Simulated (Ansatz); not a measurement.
The cluster Li14⁻. The state is a doublet with charge -1. Geometry B3LYP/def2-SVP, that of the neutral singlet.

```xyz
14

Li   -0.9317    0.0268    3.2390
Li   -0.8449   -1.3425    0.5219
Li    1.6521   -2.0442   -0.2219
Li   -0.3129    0.5530   -4.2317
Li    1.3777    0.3433    1.6157
Li   -0.4230   -4.2506    0.0535
Li    0.7621   -2.6194    2.5830
Li   -1.9919    0.3380   -1.7023
Li   -0.9562    1.7592    0.7649
Li    0.5600    2.8328    3.1929
Li   -0.6905    2.9973   -2.1514
Li    1.5356    2.9883    0.1666
Li    0.6856    0.5417   -1.4259
Li   -0.4220   -2.1237   -2.4044
```

At PBE/def2-TZVPD the highest occupied level of the charge -1 doublet lies above zero (up to 0.10 eV). By energy differences its removal costs 1.07 eV (vertical, to the charge 0 singlet, at PBE/def2-TZVPD); a positive level beside a positive removal energy at the same level points to self-interaction error. At PBE/def2-TZVPD the gap within one spin of the charge -1 doublet nearly closes, so an electron or hole may be smeared out by delocalisation error. At r2SCAN/def2-TZVPD, PBE0/def2-TZVPD the charge -1 doublet is spin-contaminated (final ⟨S²⟩ up to 1.05, 0.75 for a pure state). The structure comes from a short search, and lower isomers may exist.

Estimate the α-spin orbital energies around the gap (eV) in Ansatz with PBE/def2-TZVPD, r2SCAN/def2-TZVPD, PBE0/def2-TZVPD.


| orbital | PBE/def2-TZVPD | r2SCAN/def2-TZVPD | PBE0/def2-TZVPD |
| --- | --- | --- | --- |
| HOMO−5 | -1.74 | -1.87 | -2.46 |
| HOMO−4 | -0.82 | -0.86 | -1.29 |
| HOMO−3 | -0.70 | -0.74 | -1.15 |
| HOMO−2 | -0.58 | -0.62 | -0.98 |
| HOMO−1 | -0.55 | -0.60 | -0.94 |
| HOMO | 0.10 | -0.01 | -0.23 |
| LUMO | 0.22 | 0.36 | 0.66 |
| LUMO+1 | 0.39 | 0.48 | 0.80 |
| LUMO+2 | 0.50 | 0.62 | 0.93 |
| LUMO+3 | 0.55 | 0.68 | 0.96 |
| LUMO+4 | 0.58 | 0.69 | 1.02 |
| LUMO+5 | 0.71 | 0.85 | 1.17 |
| β HOMO | -0.46 | -0.48 | -0.83 |
| β LUMO | 0.23 | 0.28 | 0.63 |
